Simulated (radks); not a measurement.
Q: The mean radii <r> (bohr) of the occupied orbitals of an atom or ion are listed with their occupations. Method: Dirac Kohn-Sham, LDA (Slater exchange, VWN5 correlation), spin-unpolarised, spherical densities, point nucleus; computed with a radial shooting solver on a logarithmic mesh with Libxc functionals.

orbital      occ.      <r>
1s1/2           2  0.02613
2s1/2           2   0.1118
2p1/2           2  0.09407
2p3/2           4  0.09996
3s1/2           2   0.2991
3p1/2           2   0.2890
3p3/2           4   0.3008
3d3/2           4   0.2715
3d5/2           6   0.2752
4s1/2           2   0.6947
4p1/2           2   0.7203
4p3/2           4   0.7482
4d3/2           4   0.8291
4d5/2           6   0.8395
5s1/2           2    1.681
5p1/2     1.33333    1.897
5p3/2     2.66667    1.975
6s1/2           1    4.317
6p1/2    0.666667    5.360
6p3/2     1.33333    5.570

Name the element and its charge. Open shells, if any, are shared by 2j + 1.

A: Z = 55, caesium, charge 0: Cs in [Kr] 4d10 5s2 5p4 6s1 6p2. The 1s radius gives Z: for a bare nucleus <r> = (2 gamma + 1)/(2Z) with gamma = sqrt(1 - (Z/c)^2), 0.02574 bohr for Z = 55, and screening makes it slightly larger (0.02613 here). The occupations add up to 55, and the charge is Z minus that.
